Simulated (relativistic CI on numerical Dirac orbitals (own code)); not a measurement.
# What each ingredient does to the levels of Ag⁴¹⁺

Base calculation: Dirac-Coulomb-Breit CI, orbitals from a KLI potential per configuration, QED by a radiative potential, unscaled Slater integrals.

Configuration list (outside the closed core 1s2): 2s2 2p2, 2s 2p3, 2p4, 2p3 3s, 2p3 3p, 2p3 3d, 2s2 2p 3s, 2s2 2p 3p, 2s2 2p 3d, 2s 2p2 3s, 2s 2p2 3p, 2s 2p2 3d, 2s2 2p 4s, 2s2 2p 4p, 2s2 2p 4d, 2s2 2p 4f. Levels of other configurations are missing.

Variants: (1) non-relativistic limit. Shifts of the energy above 2s2 2p2 3P_0, in eV, for the lowest level and the first level of each name with at least 55 % of one term (blank where a level changes its place among those of its configuration and J or its character, or is not in the variant):

```tsv
Level	Base	Δ(1)
2s2 2p2 3P_0	0.00	0.00
2s2 2p2 3P_1	175.36	-175.36
2s2 2p2 1D_2	189.44	
2s2 2p2 3P_2	374.88	
2s2 2p2 1S_0	408.58	-356.23
2s 2p3 3D°_3	522.41	-378.18
2s 2p3 3P°_0	552.94	-383.19
2s 2p3 1D°_2	575.12	
2p4 3P_2	742.11	-406.43
2p4 1S_0	779.57	
2p4 3P_1	925.10	-589.43
2p4 1D_2	940.49	-579.92
2p4 3P_0	1143.04	
2s2 2p 3s 3P°_0	3681.15	-123.00
2s2 2p 3s 3P°_1	3683.63	-125.48
2s2 2p 3p 3D_1	3728.34	
2s2 2p 3p 3P_0	3752.74	-141.84
2s2 2p 3p 3D_2	3794.01	-191.77
2s2 2p 3d 3F°_2	3833.99	
2s 2p2 3s 3P_0	3838.35	-177.23
2s 2p2 3p 5D°_0	3867.01	-188.22
2s2 2p 3s 3P°_2	3876.54	-318.39
```

At this charge energies of transitions that change n are usually good to better than 1 %, and those within a shell (Δn = 0) to a few per cent.

Ionisation energy from the two ground configurations alone: base 6561.87 eV. The NIST ASD value (semi-empirical) is 6551 eV.

LS names give the leading component of a level, which can be under half, so a name can repeat, a term be missing and a line seem to break the LS rules.
